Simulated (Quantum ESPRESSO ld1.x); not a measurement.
Values are calculated unless marked as measured or tabulated.
Problem. Sn0.25-, 50.25 electrons, occupied as [Kr] 4d10 5s2 5p(up 1.5, down 0.75) (fractional occupations, a model configuration). Level of theory: scalar-relativistic Kohn-Sham, LDA (Slater exchange, Perdew-Wang correlation), spin-polarised, spherical densities, point nucleus (ld1.x of Quantum ESPRESSO 7.5). Some entries of the table are withheld. Estimate them.

orbital,occ.,eigenvalue (eV),<r^2> (bohr^2)
1s up,1,-28978.4,0.001145
1s down,1,-28978.4,0.001145
2s up,1,-4374.14,0.01860
2s down,1,-4374.14,0.01860
2p up,3,-3928.90,0.01468
2p down,3,-3928.89,0.01468
3s up,1,-842.165,0.1321
3s down,1,-842.155,0.1321
3p up,3,-696.656,0.1327
3p down,3,-696.644,0.1327
3d up,5,-471.963,0.1177
3d down,5,-471.953,0.1177
4s up,1,-131.938,0.7584
4s down,1,-131.916,0.7583
4p up,3,(1),0.8979
4p down,3,(2),0.8974
4d up,5,-24.2079,1.449
4d down,5,-24.1452,1.443
5s up,1,-9.3597,6.623
5s down,1,-9.0100,6.611
5p up,1.5,-2.5767,13.05
5p down,0.75,-2.2248,13.56

Solution. 
(1) 4p up eigenvalue (eV): -87.8457
(2) 4p down eigenvalue (eV): -87.8196
